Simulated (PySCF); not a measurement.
Fill in the blanks.

Species: C6H9F.
SMILES with atom numbers: `[CH2:1]=[CH:2]/[CH:3]=[CH:4]/[CH2:5][CH2:6][F:7]` (hydrogens: H8, H9 on C1; H10 on C2; H11 on C3; H12 on C4; H13, H14 on C5; H15, H16 on C6)

Conformer (atom-mapped SMILES and torsion angles): `[CH2:1]=[CH:2]/[CH:3]=[CH:4]/[CH2:5][CH2:6][F:7]`: C1–C2–C3–C4 179°, C3–C4–C5–C6 -121°, C4–C5–C6–F7 -66°.

```json
{"property": "point group of the GFN2-xTB geometry", "level": "GFN2-xTB", "value": "C1"}
{"property": "rotational constants A, B, C of the GFN2-xTB geometry", "level": "GFN2-xTB", "value": "?"}
{"property": "dipole moment", "level": "PBE0/def2-SVPD", "value": "1.66 D"}
{"property": "HOMO energy", "level": "PBE0/def2-SVPD", "value": "?"}
{"property": "LUMO energy", "level": "PBE0/def2-SVPD", "value": "-0.80 eV"}
{"property": "lowest singlet excitation", "level": "TDDFT PBE0/def2-SVPD", "value": "?"}
{"property": "lowest triplet excitation (Tamm–Dancoff)", "level": "TDA PBE0/def2-SVPD", "value": "?"}
{"property": "static isotropic polarisability", "level": "PBE0/def2-SVPD", "value": "?"}
{"property": "electronic spatial extent ⟨r²⟩ about the centre of nuclear charge", "level": "PBE0/def2-SVPD", "value": "1260 bohr²"}
{"property": "13C chemical shifts (computed TMS as zero) by class", "level": "GIAO PBE0/pcSseg-1", "value": "145.7 (C2), 140.9 (C4), 140.6 (C3), 123.4 (C1), 88.0 (C6), 40.8 (C5) ppm"}
{"property": "1H chemical shifts (computed TMS as zero) by class", "level": "GIAO PBE0/pcSseg-1", "value": "6.65 (H10), 6.38 (H12), 6.33 (H11), 5.46 (H9), 5.37 (H8), 4.79 (H15/H16), 2.42 (H13/H14) ppm"}
{"property": "isotropic shieldings of nuclei other than C and H, by class", "level": "GIAO PBE0/pcSseg-1", "value": "418 (F7) ppm"}
```

Electronic properties: PySCF, gas phase, density fitting. One conformer (not necessarily the lowest) at the GFN2-xTB geometry, without solvent or vibrations. NMR classes are plain means over equivalent atoms (diastereotopic ones count apart unless rotation or inversion swaps them), as if these changed places fast; in this geometry the members of some classes differ.

(1) What is the lowest triplet excitation (Tamm–Dancoff)?

(2) The lowest singlet excitation?

(3) What is the static isotropic polarisability?

(4) Give the HOMO energy.

(5) What are the rotational constants A, B, C of the GFN2-xTB geometry?

## Answers

(1) 3.17 eV.

(2) 5.73 eV (216 nm, f = 0.844).

(3) 82.0 au.

(4) -6.68 eV.

(5) 9.155, 0.930, 0.886 GHz.

The largest Löwdin shares of the HOMO are 0.25 on C1, 0.23 on C4, 0.18 on C3 and 0.17 on C2. The largest Löwdin shares of the LUMO are 0.25 on C1, 0.23 on C4, 0.16 on C2 and 0.15 on C3. The dipole matches unit charges of opposite sign 0.34 Å apart (1 e·Å = 4.8032 D). No computed singlet falls in the visible range (750 to 380 nm, 1.65 to 3.26 eV); S1 lies 2.47 eV above its blue end. The polarisability is 12.15 Å³ as a volume (1 au = 0.148185 Å³), or 1.52 au for each of the 54 electrons.
